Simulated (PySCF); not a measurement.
CH2ClNO3Si. Atoms are numbered in the order given.

```xyz
9

O      2.7746    -1.3432    -1.5286
C      1.7753    -0.8087    -1.2018
N      0.7332    -0.2560    -0.9171
Si    -0.5263     0.4464     0.0264
O     -1.9368     0.4031    -0.8424
O     -0.2205     2.0184     0.4274
Cl    -0.6289    -0.6169     1.7864
H     -2.0996    -0.4120    -1.3481
H     -0.5635     2.6683    -0.2113
```

Geometry: PBE-D3(BJ)/def2-SVP. This is a generated structure with no PubChem entry under its InChIKey; it may be hypothetical. Other conformers were not sampled.

Level of theory: PBE/pcSseg-1 run with PySCF.

GIAO shieldings, no solvent; atoms listed in one row are averaged. δ = σ(ref) − σ: ¹⁷O against H2O (σ = 334.3 ppm); ¹³C against TMS (σ = 182.0 ppm); ¹⁵N against NH3 (σ = 267.0 ppm); ²⁹Si against TMS (σ = 335.4 ppm); ³⁵Cl against HCl (σ = 936.5 ppm); ¹H against TMS (σ = 31.49 ppm), references at their B3LYP-D3(BJ)/def2-TZVP geometries, non-relativistic (without spin–orbit terms, shifts of atoms bonded to Cl or Br come out too high).

Computed chemical shifts:
```
nucleus  atoms  count  δ (ppm)
-------  -----  -----  -------
¹⁷O         O1      1    162.7
¹⁷O         O5      1     87.2
¹⁷O         O6      1     75.9
¹³C         C2      1    124.9
¹⁵N         N3      1     68.8
²⁹Si       Si4      1    -61.0
³⁵Cl       Cl7      1    100.3
¹H          H9      1     2.84
¹H          H8      1     2.63
```
